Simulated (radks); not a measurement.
Results of a calculation; reference values are marked as such.
Question: These are the eigenvalues of the occupied orbitals of an atom or ion with whole-number occupations (hartree). Code: a radial shooting solver on a logarithmic mesh with Libxc functionals. Model: Dirac Kohn-Sham, LDA (Slater exchange, Perdew-Wang correlation), spin-unpolarised, spherical densities, finite nucleus; Fermi nuclear charge, rms radius of each element as measured or else 0.836 A^(1/3) + 0.57 fm.

1s1/2: -24.97548
2s1/2: -1.72971
2p1/2: -1.04736
2p3/2: -1.04460

Which element is it, and in what charge state? The configuration may be excited. Open shells, if any, fill j = l - 1/2 first.

Answer: Z = 9, fluorine, charge +1: F+ in [He] 2s2 2p4. The list shows which subshells hold electrons but not how many an open one holds; the 1s level, -24.975 hartree, gives Z - s = 7.1 by -(Z - s)^2/2, which with screening and relativity narrows Z to a few neighbours, and the depths of the outer levels then fix element, charge and occupations together.
